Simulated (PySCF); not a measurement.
Simulation results for C2H5BCl, C2H7Si

All values are calculated (PySCF 2.14.0). Calculation on a computer-drawn molecule: the log of a Hartree-Fock and frozen-core CCSD(T) single point meant for a local Hartree-Fock minimum, with one planted fault or none, to be diagnosed. Offsets are logged minus clean, where the clean run is the same molecule without the fault. The reference is restricted for singlets and unrestricted otherwise, and also for a bond in bohr or an excited solution. Adding or removing an electron swaps singlet and doublet. The excited solution moves the top pair (singlet) or top alpha electron (doublet) to the lowest empty orbital. Highest occupied and lowest empty are orbital energies over both spins, largest force is the largest gradient component, triples share is (T) over the correlation energy, the T1 limit is 0.02 restricted and 0.045 unrestricted, electrons count all cores, a negative frequency is imaginary (commonest isotopes), and the dipole is about the centre of nuclear charge.

Common to all runs: meant charge 0; meant multiplicity 2; meant basis cc-pV(D+d)Z; logged SCF converged yes; logged spin squared 0; logged CC converged yes; logged SCF stable within its kind yes; possible faults no fault, one electron removed, one electron added, multiplicity raised by two, geometry at a saddle point, SCF held on an excited solution, minimal basis STO-3G, one bond length entered in bohr, all coordinates scaled.

(1) C2H5BCl

Logged structure:
```xyz
9
C2H5BCl
C      0.1742     1.9457    -0.4022
C      0.9453     1.3956     0.7706
B      2.3899     1.0906     0.2186
Cl     3.7112     2.2533     0.4286
H      0.2531     2.9942    -0.6617
H     -0.2682     1.2776    -1.1309
H      0.9641     2.1185     1.5879
H      0.4745     0.4744     1.1248
H      2.6445     0.1104    -0.4143
```

| Item | Value |
| --- | --- |
| logged electrons | 40 |
| logged basis functions | 90 |
| logged highest occupied | -0.13918 eV |
| logged lowest empty | 8.5425 eV |
| logged largest force | 0.049527 hartree/bohr |
| logged T1 diagnostic | 0.028991 |
| logged D1 diagnostic | 0.13778 |
| logged triples share | 0.03585 |
| logged dipole magnitude | 4.1075 debye |
| logged energy HF | -562.78015 hartree |
| logged energy CCSD(T) | -563.38283 hartree |
| planted fault | one electron added |
| HF energy offset from clean run | 36.42 kcal/mol |
| CCSD(T) energy offset from clean run | 1.592 kcal/mol |

Drawn bonds:
```
atom  other atom  order
   1           2      1
   2           3      1
   3           4      1
   1           5      1
   1           6      1
   2           7      1
   2           8      1
   3           9      1
```

Notes: T1 above single-reference limit.

(2) C2H7Si

Logged structure:
```xyz
10
C2H7Si
C      1.2531    -0.5882    -1.5886
C      0.6633    -1.6009    -0.6558
Si    -0.7811    -0.9215     0.3726
H      1.9711     0.1365    -1.2235
H      0.7813    -0.3859    -2.5428
H      1.4214    -1.9716     0.0422
H      0.2946    -2.4698    -1.2111
H     -1.8730    -0.4586    -0.5176
H     -1.3141    -1.9769     1.2700
H     -0.3293     0.2227     1.2007
```

| Quantity | Value |
| --- | --- |
| logged electrons | 34 |
| logged basis functions | 86 |
| logged highest occupied | 0.56281 eV |
| logged lowest empty | 8.9539 eV |
| logged largest force | 0.022419 hartree/bohr |
| logged T1 diagnostic | 0.014456 |
| logged D1 diagnostic | 0.053652 |
| logged triples share | 0.028817 |
| logged dipole magnitude | 4.6922 debye |
| logged energy HF | -368.61909 hartree |
| logged energy CCSD(T) | -369.09596 hartree |
| planted fault | one electron added |
| HF energy offset from clean run | 53.2 kcal/mol |
| CCSD(T) energy offset from clean run | 26.94 kcal/mol |

Drawn bonds:
```
atom  other atom  order
   1           2      1
   2           3      1
   1           4      1
   1           5      1
   2           6      1
   2           7      1
   3           8      1
   3           9      1
   3          10      1
```

Notes: highest electron not bound in this basis.
